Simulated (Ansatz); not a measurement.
`[OH][GaH][Br]` + F• → `[OH][Ga][Br]`• + H–F  (hydrogen abstraction from a Ga–H bond)

Isolated molecules relaxed with PBE0-D4/def2-TZVP in Ansatz; ΔE leaves out vibrations. CCSD(T)/CBS adds triple-zeta CCSD(T) − MP2 to the extrapolated MP2 energy (def2 sets, frozen cores). This one scheme is used for every species, atoms too. DFT in def2-TZVPP. HSE06 is defined as in plane-wave codes. No spin–orbit coupling; open shells (•) take unrestricted orbitals. Spin–orbit coupling would lower the free atoms: a little for F. Bonds to Br, Ga are less sure, by a few kJ/mol each and by 10 to 20 or more in all where they break to atoms, as the def2 sets lack core-valence functions. Scalar relativity is left out up to krypton. Each species was taken in one conformer, which may not be the lowest.

`[OH][GaH][Br]`:

```xyz
5

O     0.485   -1.061    0.747
Ga   -0.510    0.126   -0.115
Br    0.648    1.792   -1.177
H     1.428   -0.888    0.686
H    -2.050    0.031   -0.141
```

`[OH][Ga][Br]`•:

Z-matrix (Å, degrees):
```
O
Ga 1 1.795
H 1 0.961 2 114.2
Br 2 2.313 1 116.0 3 180.0
```

H–F:

```xyz
2

F    -0.076   -0.114   -0.439
H     0.076    0.114    0.439
```

| species | HSE06 energy (Eh) |
| --- | --- |
| `[OH][GaH][Br]` | -4574.92581 |
| F• | -99.67211 |
| `[OH][Ga][Br]`• | -4574.29944 |
| H–F | -100.38998 |

(1) Work out ΔE.

Largest T1 diagnostic among the species: 0.014.

Answers

(1) ΔE = (-4574.29944) + (-100.38998) − (-4574.92581) − (-99.67211) = -0.09150 Eh = -57.4 kcal/mol. CCSD(T)/CBS gives -56.5 kcal/mol.

From r2SCAN to r2SCAN0 (25 % exact exchange), in def2-TZVPP and without D4, ΔE moves by +4.6 kcal/mol. Leaving LDA and LC-ωPBE aside and taking each functional with its dispersion term where it has one, the values, not all of them listed here, spread over 14.7 kcal/mol, from PBE-D4 to BHLYP-D4. LDA lies −9.7 kcal/mol from PBE without D4.
